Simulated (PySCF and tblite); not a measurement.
The numbers below are computed, except where a source is named.
3 regioisomers of C3H10O2Si2:

```tsv
isomer	SMILES
A	[CH3:1][CH2:2][Si@@H:3]1[CH2:4][O:5][SiH2:6][O:7]1
B	[CH3:1][CH2:2][Si@@H:3]1[O:4][CH2:5][SiH2:6][O:7]1
C	[CH3:1][CH2:2][C@@H:3]1[O:4][SiH2:5][O:6][SiH2:7]1
```

Protocol: conformer search, at most 5 conformers an isomer, GFN2-xTB geometries, energies PBE0/pcSseg-1 (D3(BJ) added where defined), weights at 298.15 K with GFN2-xTB thermal terms. Programs: PySCF with density fitting and tblite.

Q: Rank the isomers by free energy at 298.15 K.

A: 
| isomer | ΔG (kcal/mol) | ΔE, lowest conformer | conformers | largest weight % | rms dipole (D) |
| --- | --- | --- | --- | --- | --- |
| B | 0.0 | 0.0 | 3 | 82 | 0.95 |
| A | 1.2 | 1.2 | 3 | 77 | 1.56 |
| C | 7.1 | 8.0 | 3 | 49 | 1.21 |

ΔG is for one enantiomer.

GFN2-xTB leaves a saturated small ring flat here that puckers in reality.
